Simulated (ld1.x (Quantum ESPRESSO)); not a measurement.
## Reading a pseudo-wave (calcium)

Columns: radius, all-electron u(r) and pseudo u(r) of the 4p shell (level -6.07 eV) of calcium in the configuration [Ar] 3d0 4s1 4p0; BP86, scalar-relativistic, TM scheme, ld1.x (Quantum ESPRESSO) 7.5.

| r (bohr) | all-electron | pseudo |
| --- | --- | --- |
| 0.165 | 0.1314 | 0.0032 |
| 0.330 | 0.0686 | 0.0127 |
| 0.495 | -0.0738 | 0.0276 |
| 0.660 | -0.1833 | 0.0469 |
| 0.825 | -0.2336 | 0.0692 |
| 0.990 | -0.2310 | 0.0932 |
| 1.155 | -0.1909 | 0.1177 |
| 1.320 | -0.1279 | 0.1422 |
| 1.485 | -0.0534 | 0.1668 |
| 1.650 | 0.0249 | 0.1922 |
| 1.815 | 0.1021 | 0.2193 |
| 1.980 | 0.1749 | 0.2494 |
| 2.145 | 0.2418 | 0.2832 |
| 2.310 | 0.3017 | 0.3208 |
| 2.475 | 0.3543 | 0.3610 |
| 2.640 | 0.3997 | 0.4011 |
| 2.805 | 0.4380 | 0.4381 |
| 2.970 | 0.4695 | 0.4695 |
| 3.135 | 0.4945 | 0.4945 |
| 3.300 | 0.5133 | 0.5133 |
| 3.465 | 0.5264 | 0.5264 |
| 3.630 | 0.5341 | 0.5341 |
| 3.795 | 0.5371 | 0.5371 |
| 3.960 | 0.5357 | 0.5357 |
| 4.125 | 0.5306 | 0.5306 |
| 4.290 | 0.5222 | 0.5222 |

Q: How many radial nodes do the two functions have?

A: The all-electron 4p function has n − l − 1 = 2; the pseudo-wave has 0, since the states of the same l below it are removed with the core.

Q: At about which radius was the pseudo-wave matched?

A: 3.05 bohr. The columns agree to 0.0005 from 2.81 bohr on; several derivatives are matched, so the curves merge somewhat inside the radius.

Q: Is the pseudo-wave norm-conserving?

A: Yes: the TM scheme keeps the norm inside the radius equal to the all-electron one, which fixes the energy derivative of the logarithmic derivative at the level.
